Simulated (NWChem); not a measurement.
Correlation energy of Sn (+1)

```xyz
1

Sn     0.0000     0.0000     0.0000
```
Charge +1, spin multiplicity 2.

Everything below was run with NWChem.

Basis set: def2-QZVP. Each correlation energy counts from its own Hartree-Fock reference.

Effective core potentials replace the inner electrons of Sn; spin-orbit coupling is left out. The correlated methods keep 4 core orbitals frozen. No SCF solution was tested for a lower state. Open-shell Hartree-Fock references start from PBE0 orbitals. No row is a measurement; the coupled-cluster row has its own basis-set and correlation limits.

Problem. One of these methods gave a correlation energy of -439.3 mHa. Which?
(A) CCSD(T) on ROHF
(B) UMP2
(C) CCSD on ROHF
(D) SCS-UMP2

Solution. A, CCSD(T) on ROHF. The others give -430.4 (CCSD on ROHF), -457.3 (UMP2), -402.2 (SCS-UMP2).
